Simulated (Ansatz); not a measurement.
Coupled-cluster diagnostics for the cluster SiO₃H₂, Ansatz.

Geometry of the singlet (PBE-D4/def2-TZVP):

```xyz
6

Si   -0.3859   -0.2997   -0.1551
O     0.0730    1.0143    0.7179
O     0.9809   -0.9024   -0.8105
O    -1.7968   -0.8601   -0.3230
H    -0.6656    1.4633    1.1647
H     1.7945   -0.4154   -0.5940
```

Correlated methods freeze 8 core orbitals. The structure comes from a short search, and lower isomers may exist.

Task: Estimate the CCSD(T) correlation energy, the shares of MP2 and (T), T1 and the reference's ⟨S²⟩ for: charge 0, singlet, own geometry in def2-TZVPP; charge 1, doublet, vertical in def2-TZVPP; and the rough time on 4 threads of Arm Neoverse V1 on a shared host.

Result: 
| state | basis | correlation (eV) | MP2 share (%) | (T) share (%) | T1 | ⟨S²⟩ (pure) | wall time |
| --- | --- | --- | --- | --- | --- | --- | --- |
| charge 0, singlet, own geometry | def2-TZVPP | -23.465 | 96.2 | 3.8 | 0.016 | 0.00 (0.00) | 17 s |
| charge 1, doublet, vertical | def2-TZVPP | -21.658 | 94.4 | 3.5 | 0.017 | 0.76 (0.75) | 76 s |
Customary marks for T1 are 0.02 (closed shells), 0.045 (open shells) and about 0.05 (3d metals). T1 stays under 0.02 throughout.
